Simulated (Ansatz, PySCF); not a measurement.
Molecule: CH₃ClFSi, net charge 0, doublet state. It need not be the lowest isomer of its formula. 
Structure (B3LYP-D3(BJ)/def2-TZVP (Ansatz, an electronic-structure program) minimum search):
```
C
H 1 1.0899
H 1 1.0906 2 109.14
H 1 1.0930 2 109.05 3 -119.07
Si 1 1.8709 2 110.32 3 121.42
F 5 1.6078 1 107.97 2 177.04
Cl 5 2.0718 6 107.18 1 117.86
```
Charge 0, spin multiplicity 2.

Total electronic energies in hartree. Correlated levels leave the core frozen unless marked. Open shells are spin-unrestricted. No spin-orbit coupling. Non-relativistic. CBS marks a two-point X^-3 extrapolation of the correlation energy; Hartree-Fock from the larger set. [CCSD(T)-MP2]/basis is that difference in the basis named.

```tsv
level	program	energy (Eh)
HF/def2-TZVPD	PySCF	-887.66667
RI-HF/aug-cc-pV(T+d)Z	Ansatz	-887.67680
PBE0-D3(BJ)/def2-TZVP	Ansatz + dftd3	-889.20110
r2SCANh-D4/def2-TZVPD	Ansatz + dftd4	-889.48844
r2SCAN0/def2-TZVPD	Ansatz	-889.47312
HSE06-D4/def2-TZVPD	Ansatz + dftd4	?
MP2/6-31G	Ansatz	-887.71351
RI-MP2/cc-pV(Q+d)Z	Ansatz	-888.46702
RI-MP2/CBS(aug-cc-pV(T+d)Z,aug-cc-pV(Q+d)Z)+[CCSD(T)-MP2]/aug-cc-pV(T+d)Z	Ansatz	-888.5789
```

Q: Fill in the missing entries.

A: 
- HSE06-D4/def2-TZVPD, energy (Eh): -889.18180
